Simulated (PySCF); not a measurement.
trans-dichloroethylene (C$_{2}$H$_{2}$Cl$_{2}$), singlet, geometry from GFN2-xTB; LC-WPBE/6-31G, TDA in PySCF.

The PySCF input:
```python
from pyscf import gto, scf, dft, tdscf

mol = gto.Mole()
mol.atom = '''
    Cl    2.10612251    0.34304645    0.03192064
    C     0.54917716   -0.36945412   -0.00152813
    C    -0.54917716    0.36945412    0.00152813
    Cl   -2.10612251   -0.34304645   -0.03192064
    H     0.54621071   -1.44774732   -0.02471098
    H    -0.54621071    1.44774732    0.02471098
'''
mol.basis = '6-31g'
mol.verbose = 4
mol.build()

mf = dft.RKS(mol)
mf.xc = 'lc_wpbe'
mf.kernel()
td = mf.TDA()
td.nstates = 10
td.kernel()
td.analyze()
```

**Question.** Predict the main parts of the log of this PySCF run.

**Answer.** 
```
PySCF version 2.14.0

[INPUT] verbose = 4
[INPUT] num. atoms = 6
[INPUT] num. electrons = 48
[INPUT] charge = 0
[INPUT] spin (= nelec alpha-beta = 2S) = 0
[INPUT] symmetry False subgroup None
[INPUT] Mole.unit = angstrom
[INPUT] Symbol           X                Y                Z      unit          X                Y                Z       unit  Magmom
[INPUT]  1 Cl     2.106122510000   0.343046450000   0.031920640000 AA    3.979994728682   0.648263838504   0.060321267321 Bohr   0.0
[INPUT]  2 C      0.549177160000  -0.369454120000  -0.001528130000 AA    1.037794426266  -0.698167102392  -0.002887747183 Bohr   0.0
[INPUT]  3 C     -0.549177160000   0.369454120000   0.001528130000 AA   -1.037794426266   0.698167102392   0.002887747183 Bohr   0.0
[INPUT]  4 Cl    -2.106122510000  -0.343046450000  -0.031920640000 AA   -3.979994728682  -0.648263838504  -0.060321267321 Bohr   0.0
[INPUT]  5 H      0.546210710000  -1.447747320000  -0.024710980000 AA    1.032188648204  -2.735845932373  -0.046696984470 Bohr   0.0
[INPUT]  6 H     -0.546210710000   1.447747320000   0.024710980000 AA   -1.032188648204   2.735845932373   0.046696984470 Bohr   0.0

nuclear repulsion = 176.794489978502
number of shells = 28
number of NR pGTOs = 144
number of NR cGTOs = 48
basis = 6-31g
ecp = {}

******** <class 'pyscf.dft.rks.RKS'> ********
method = RKS
initial guess = minao
damping factor = 0
level_shift factor = 0
DIIS = <class 'pyscf.scf.diis.CDIIS'>
diis_start_cycle = 1
diis_space = 8
diis_damp = 0
SCF conv_tol = 1e-09
SCF conv_tol_grad = None
SCF max_cycles = 50
direct_scf = True
direct_scf_tol = 1e-13
XC library pyscf.dft.libxc version 7.1.2
    S. Lehtola, C. Steigemann, M. J. T. Oliveira, and M. A. L. Marques,  SoftwareX 7, 1–5 (2018)
XC functionals = lc_wpbe
    O. A. Vydrov and G. E. Scuseria,  J. Chem. Phys. 125, 234109 (2006)
radial grids:
    Treutler-Ahlrichs [JCP 102, 346 (1995); DOI:10.1063/1.469408] (M4) radial grids

becke partition: Becke, JCP 88, 2547 (1988); DOI:10.1063/1.454033
pruning grids: <function nwchem_prune>
grids dens level: 3
symmetrized grids: False
atomic radii adjust function: <function treutler_atomic_radii_adjust>
small_rho_cutoff = 0
Set gradient conv threshold to 3.16228e-05
Initial guess from minao.
tot grids = 85616
init E= -998.007201992861
  HOMO = -0.262482680340768  LUMO = 0.0109558741391711  gap/eV = 7.44064
cycle= 1 E= -997.323540362528  delta_E= 0.684  |g|= 0.344  |ddm|= 2.53
  HOMO = -0.39151458738667  LUMO = 0.00277199746154611  gap/eV = 10.72908
cycle= 2 E= -997.34995818147  delta_E= -0.0264  |g|= 0.259  |ddm|= 1.13
  HOMO = -0.373629727151388  LUMO = 0.0691207257524149  gap/eV = 12.04785
cycle= 3 E= -997.368190022073  delta_E= -0.0182  |g|= 0.0196  |ddm|= 0.362
  HOMO = -0.371802549285412  LUMO = 0.072372189219476  gap/eV = 12.08661
cycle= 4 E= -997.36843836569  delta_E= -0.000248  |g|= 0.00394  |ddm|= 0.0802
  HOMO = -0.372369414002094  LUMO = 0.0719493285067903  gap/eV = 12.09053
cycle= 5 E= -997.368453058063  delta_E= -1.47e-05  |g|= 0.000662  |ddm|= 0.0236
  HOMO = -0.372230243223044  LUMO = 0.0721432201994447  gap/eV = 12.09202
cycle= 6 E= -997.368453455184  delta_E= -3.97e-07  |g|= 0.000183  |ddm|= 0.00276
  HOMO = -0.372285784322833  LUMO = 0.0721217175475257  gap/eV = 12.09294
cycle= 7 E= -997.368453964753  delta_E= -5.1e-07  |g|= 3.42e-05  |ddm|= 0.000581
  HOMO = -0.372283599526785  LUMO = 0.072128086815775  gap/eV = 12.09306
cycle= 8 E= -997.368453965864  delta_E= -1.11e-09  |g|= 4.63e-06  |ddm|= 0.000141
  HOMO = -0.372285122366366  LUMO = 0.0721269915017819  gap/eV = 12.09307
cycle= 9 E= -997.368453965883  delta_E= -1.96e-11  |g|= 5.68e-07  |ddm|= 2.43e-05
  HOMO = -0.372285113292266  LUMO = 0.0721269733862215  gap/eV = 12.09307
Extra cycle  E= -997.368453965886  delta_E= -3.18e-12  |g|= 2.13e-07  |ddm|= 2.37e-06
converged SCF energy = -997.368453965886

******** <class 'pyscf.tdscf.rks.TDA'> for <class 'pyscf.dft.rks.RKS'> ********
nstates = 10 singlet
deg_eia_thresh = 1.000e-03
wfnsym = None
conv_tol = 1e-05
eigh lindep = 1e-12
eigh level_shift = 0
eigh max_cycle = 100

Excitation energies (eV)
[ 6.8977642   7.52698542  7.97603397  8.33077612  8.4478051   8.77912741
  8.92638378  9.43487006  9.87634051 10.16066787]

** Singlet excitation energies and oscillator strengths **
Excited State   1:      6.89776 eV    179.75 nm  f=0.0000
      21 -> 27       -0.10060
      24 -> 26        0.69309
Excited State   2:      7.52699 eV    164.72 nm  f=0.5615
      24 -> 25        0.68568
Excited State   3:      7.97603 eV    155.45 nm  f=0.0000
      18 -> 25       -0.10470
      23 -> 25       -0.69629
Excited State   4:      8.33078 eV    148.83 nm  f=0.0034
      21 -> 26       -0.18912
      22 -> 25        0.48935
      24 -> 27        0.46842
Excited State   5:      8.44781 eV    146.76 nm  f=0.0111
      21 -> 26       -0.21574
      22 -> 25       -0.50780
      24 -> 27        0.43410
Excited State   6:      8.77913 eV    141.23 nm  f=0.0051
      22 -> 27       -0.29278
      23 -> 26        0.63353
Excited State   7:      8.92638 eV    138.90 nm  f=0.0000
      22 -> 26       -0.62246
      23 -> 27        0.31117
Excited State   8:      9.43487 eV    131.41 nm  f=0.0000
      17 -> 26       -0.10089
      21 -> 25        0.69008
Excited State   9:      9.87634 eV    125.54 nm  f=0.0000
      20 -> 25       -0.66022
      24 -> 28        0.19940
Excited State  10:     10.16067 eV    122.02 nm  f=0.0000
      19 -> 26       -0.24034
      20 -> 25       -0.22069
      21 -> 27        0.19001
      24 -> 28       -0.58971

** Transition electric dipole moments (AU) **
state          X           Y           Z        Dip. S.      Osc.
  1        -0.0000     -0.0000      0.0000      0.0000      0.0000
  2        -1.7131      0.3321     -0.0128      3.0451      0.5615
  3         0.0000     -0.0000     -0.0000      0.0000      0.0000
  4         0.0015      0.0028     -0.1282      0.0164      0.0034
  5         0.0027      0.0050     -0.2314      0.0536      0.0111
  6        -0.0225      0.1526      0.0030      0.0238      0.0051
  7         0.0000      0.0000      0.0000      0.0000      0.0000
  8         0.0000     -0.0000      0.0000      0.0000      0.0000
  9        -0.0000      0.0000      0.0000      0.0000      0.0000
 10         0.0000     -0.0000     -0.0000      0.0000      0.0000

** Transition velocity dipole moments (imaginary part, AU) **
state          X           Y           Z        Dip. S.      Osc.
  1        -0.0000     -0.0000      0.0000      0.0000      0.0000
  2        -0.1780      0.0142     -0.0018      0.0319      0.0768
  3         0.0000      0.0000     -0.0000      0.0000      0.0000
  4        -0.0005     -0.0010      0.0446      0.0020      0.0043
  5         0.0001      0.0001     -0.0063      0.0000      0.0001
  6         0.0134     -0.0365     -0.0006      0.0015      0.0031
  7         0.0000     -0.0000      0.0000      0.0000      0.0000
  8         0.0000     -0.0000     -0.0000      0.0000      0.0000
  9         0.0000     -0.0000      0.0000      0.0000      0.0000
 10        -0.0000      0.0000      0.0000      0.0000      0.0000

** Transition magnetic dipole moments (imaginary part, AU) **
state          X           Y           Z
  1        -0.0650     -0.0058     -0.0009
  2         0.0000      0.0000     -0.0000
  3         0.9217      0.4185      0.0197
  4         0.0000      0.0000      0.0000
  5        -0.0000     -0.0000     -0.0000
  6         0.0000     -0.0000      0.0000
  7         0.0052      0.0095     -0.4421
  8         0.0014      0.0025     -0.1172
  9         1.0653     -0.9567     -0.0081
 10        -0.0752      0.0433      0.0001
```
